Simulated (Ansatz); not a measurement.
`[F][Sn]([Cl])([Cl])[Cl]`, charge 0, multiplicity 1.

(1) Give a relaxed structure at PBE0-D4/def2-TZVP (Ansatz 0.2.0). (An estimate is asked.)

Answers

(1) The calculation gave: 
Z-matrix (Å, degrees):
```
Sn
F 1 1.892
Cl 1 2.279 2 107.4
Cl 1 2.279 2 107.4 3 120.0
Cl 1 2.279 2 107.4 3 -120.0
```
Point group C3v.
